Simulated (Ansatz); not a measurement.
Bis(tert-butylamino)silane (BTBAS) (`CC(C)(C)N[SiH2]NC(C)(C)C`) from Hartree–Fock to CCSD(T)

```csv
atom,x (Å),y (Å),z (Å)
C1,-0.0984,3.5690,0.0943
C2,0.9565,2.5750,-0.3961
C3,2.1185,2.5368,0.5885
C4,1.4736,3.0159,-1.7615
N5,0.3869,1.2368,-0.5485
Si6,-0.0754,0.0988,0.6565
N7,-0.3313,-1.3426,-0.2470
C8,-0.9351,-2.6081,0.1671
C9,-2.2267,-2.3431,0.9300
C10,-1.2538,-3.4054,-1.0936
C11,0.0245,-3.4107,1.0481
H12,0.3153,4.5772,0.1868
H13,-0.9405,3.6099,-0.6019
H14,-0.4853,3.2684,1.0713
H15,2.8628,1.8013,0.2761
H16,2.5972,3.5173,0.6395
H17,1.7856,2.2748,1.5948
H18,1.9062,4.0179,-1.7119
H19,2.2369,2.3227,-2.1214
H20,0.6605,3.0394,-2.4938
H21,-0.2046,1.1850,-1.3680
H22,1.0083,0.0561,1.6821
H23,-1.3325,0.3985,1.4031
H24,0.3955,-1.4945,-0.9348
H25,-2.0396,-1.8193,1.8697
H26,-2.9086,-1.7339,0.3329
H27,-2.7205,-3.2881,1.1672
H28,-1.9489,-2.8518,-1.7283
H29,-1.7001,-4.3711,-0.8447
H30,-0.3435,-3.5971,-1.6702
H31,0.2706,-2.8533,1.9555
H32,-0.4116,-4.3692,1.3435
H33,0.9576,-3.6125,0.5148
```

The species carries charge 0 and has multiplicity 1. The geometry is a stationary point of PBE0-D4/def2-TZVP. It is one conformer, not always the lowest. Frozen core, restricted reference, Ansatz 0.2.0. CBS rows extrapolate triple and quadruple zeta; past MP2 they add the triple-zeta difference.

```
     basis     HF (Eh)  MP2 corr.  CCSD corr.       (T)  CCSD(T) total
  def2-SVP           ?   -1.60443    -1.74105  -0.05319              ?
def2-TZVPP  -713.81416   -1.96784           ?  -0.08397              ?
def2-QZVPP           ?          ?           –         –              –
 CBS(def2)  -713.84779   -2.18752    -2.29732     as TZ     -716.22908
```

Q: Fill in the withheld values. (An estimate is asked.)

A: The calculation gave: def2-SVP HF (Eh): -713.23951; def2-SVP CCSD(T) total: -715.03375; def2-TZVPP CCSD corr.: -2.07764; def2-TZVPP CCSD(T) total: -715.97577; def2-QZVPP HF (Eh): -713.84372; def2-QZVPP MP2 corr.: -2.09404.
